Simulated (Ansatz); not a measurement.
Energy landscape of H₂Ge, singlet: symmetric bend, bond length relaxed. Scanned: H-Ge-H angle. Other coordinates (Ge-H bond length) were minimised at B3LYP/def2-TZVP.

- RKS-PBE/cc-pVDZ = Ansatz (a first-principles code) with restricted PBE/cc-pVDZ
- RKS-PBE0/cc-pVDZ = restricted PBE0/cc-pVDZ in Ansatz
- FCI/cc-pVDZ = full CI/cc-pVDZ, cores with 3d frozen run with Ansatz

Energies relative to the lowest point of each profile, in kJ/mol; the last columns give the error against full CI:

| a / ° | RKS-PBE/cc-pVDZ | RKS-PBE0/cc-pVDZ | FCI/cc-pVDZ | RKS-PBE/cc-pVDZ − FCI/cc-pVDZ | RKS-PBE0/cc-pVDZ − FCI/cc-pVDZ |
|---|---|---|---|---|---|
| 159.81 | 236.6 | 240.5 | 229.4 | 7.2 | 11.1 |
| 148.69 | 172.9 | 177.2 | 169.4 | 3.5 | 7.8 |
| 139.32 | 124.8 | 127.7 | 122.1 | 2.8 | 5.7 |
| 128.30 | 77.1 | 78.3 | 74.3 | 2.8 | 4.0 |
| 120.35 | 49.2 | 49.5 | 46.3 | 2.9 | 3.1 |
| 112.34 | 27.1 | 26.7 | 24.3 | 2.8 | 2.4 |
| 98.33 | 3.8 | 3.1 | 1.9 | 1.9 | 1.2 |
| 88.31 | 0.0 | 0.0 | 0.0 | 0.0 | 0.0 |
| 79.88 | 5.7 | 6.8 | 8.1 | -2.5 | -1.3 |
| 72.23 | 18.0 | 20.7 | 23.3 | -5.3 | -2.6 |
| 60 | 51.8 | 57.9 | 62.1 | -10.3 | -4.2 |

RKS-PBE/cc-pVDZ is furthest from FCI/cc-pVDZ at 60 (-10.3 kJ/mol, below); its mean absolute error over the points is 3.8 kJ/mol.

RKS-PBE0/cc-pVDZ is furthest from FCI/cc-pVDZ at 159.81 (11.1 kJ/mol, above); its mean absolute error over the points is 4.0 kJ/mol.

The scan ran from 180.0 to 60.0; beyond the range shown the relaxed coordinates jump or full CI changes its symmetry label.
